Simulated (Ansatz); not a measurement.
TcO3Br (TcBrO₃). Charge 0, multiplicity 1. Geometry r2SCAN-D4/def2-SVP; atoms count from 1.

```
atom   x (Å)   y (Å)   z (Å)
 Tc1  -0.087   0.077  -0.084
  O2   0.607   1.573  -0.379
  O3  -0.314  -0.734  -1.532
  O4  -1.561   0.281   0.685
 Br5   1.356  -1.197   1.311
```

In the def2 sets Tc takes a core potential; there is no spin–orbit coupling. The restricted singlet is unstable towards broken spin symmetry in Hartree–Fock (as tested in another run); at PBE0-D4/def2-TZVP this wasn't settled.

Estimate the Mulliken populations from the PBE0/def2-TZVP orbitals of Ansatz.


| atom | charge (e) | d electrons |
| --- | --- | --- |
| Tc1 | 1.63 | 4.65 |
| O2 | -0.47 | – |
| O3 | -0.47 | – |
| O4 | -0.47 | – |
| Br5 | -0.22 | – |
Mulliken values depend strongly on the basis.

And the Mayer bond orders between heavy atoms (over 0.3)?

Tc1–O2 1.73 (1.68 Å); Tc1–O3 1.73 (1.68 Å); Tc1–O4 1.73 (1.68 Å); Tc1–Br5 1.01 (2.38 Å).
